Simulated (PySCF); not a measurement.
Computed IR spectrum (relative IR intensity) of a molecule C2H8ClNSi. Geometry optimised at PBE-D3(BJ)/def2-SVP. Other conformers were not sampled. All values below come from PBE-D3(BJ)/def2-SVP run with PySCF 2.14.0. Frequencies are harmonic and unscaled.

Lines under 2 % of the strongest are left out, and lines within 2 cm⁻¹ are merged.

ν (cm⁻¹): 304 (vw), 501 (m), 597 (w), 675 (w), 871 (vs), 882 (m), 1001 (m), 1210 (m), 1275 (m), 1402 (vw), 1410 (w), 1428 (w), 1454 (vw), 2189 (m), 2203 (s), 2905 (m), 2910 (m), 2969 (m), 3052 (w) (against the strongest line: vs over 80 %, s over 45 %, m over 15 %, w over 4 %, vw less)

Q: Pick the molecule that these values belong to.
A) CN[Si@H](C)Cl
B) CN(C)[SiH2]Cl
C) CNC[SiH2]Cl
D) CC[Si@H](N)Cl

A: B, CN(C)[SiH2]Cl
